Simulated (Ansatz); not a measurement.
`C=N[SiH](F)F` → `F[Si]F` + `C=N` at 500 K and 1 bar (silylene formation by 1,1-elimination).

Program: Ansatz. Geometries: PBE0-D4/def2-TZVP. ΔE: electronic, gas phase. CCSD(T)/CBS is the MP2 limit (def2-TZVPP, def2-QZVPP) plus CCSD(T) − MP2 in def2-TZVPP, frozen cores. This one scheme is used for every species. Each species was taken in one conformer, which may not be the lowest.

```
       species  CCSD(T)/CBS energy (Eh)  H − E (kJ/mol)  S (J/(mol·K))
`C=N[SiH](F)F`               -583.35600           159.6          376.1
      `F[Si]F`               -488.75686            33.3          281.7
         `C=N`                -94.52360           124.2          249.5
```

H − E and S are ideal-gas, rigid-rotor, harmonic terms from PBE0-D4/def2-TZVP, for one conformer and one mirror image of each species. 1 Eh = 2625.50 kJ/mol, R = 8.31446 J/(mol·K).

By hand: ΔE, ΔH, ΔS and ΔG.

ΔE = (-488.75686) + (-94.52360) − (-583.35600) = 0.07554 Eh = 198.3 kJ/mol. Δ(H − E) = 33.3 + 124.2 − 159.6 = -2.1, so ΔH = 196.2 kJ/mol. ΔS = 281.7 + 249.5 − 376.1 = 155.1 J/(mol·K). ΔG = 196.2 − 500 × (155.1)/1000 = 118.6 kJ/mol.

By hand: the equilibrium constant, and the temperature at which ΔG would vanish if ΔH and ΔS stayed fixed.

log₁₀ K = −ΔG/(RT ln 10) = -12.4. ΔG = 0 at ΔH/ΔS = 1265 K.

The number of gas molecules changes by +1, which sets the sign of ΔS. A doubt of 5 kJ/mol in ΔE shifts log₁₀ K by 0.5 here. Other conformers and mirror images would add mixing entropy, several J/(mol·K) or more a flexible species. These are equilibria of isolated gas molecules and say nothing of rates. Largest T1 diagnostic: 0.015 (customary marks: 0.02 for closed shells, 0.045 for open ones).
